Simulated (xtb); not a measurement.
xtb was given this input:
```
$ xtb mol.xyz --gfn 2 --opt vtight --json

# file mol.xyz
3

Si    -0.05676350    -0.06847789     0.69336401
H     -0.64867445    -0.84790645    -0.30018668
F      0.72082121     0.95538525    -0.41590285
```

Give the dipole moment at the level xtb with GFN2-xTB.

1.60 D

Give the HOMO-LUMO gap at the level GFN2-xTB.

2.58 eV

What total energy at the end of the optimisation does GFN2-xTB give?

-6.971285 Ha
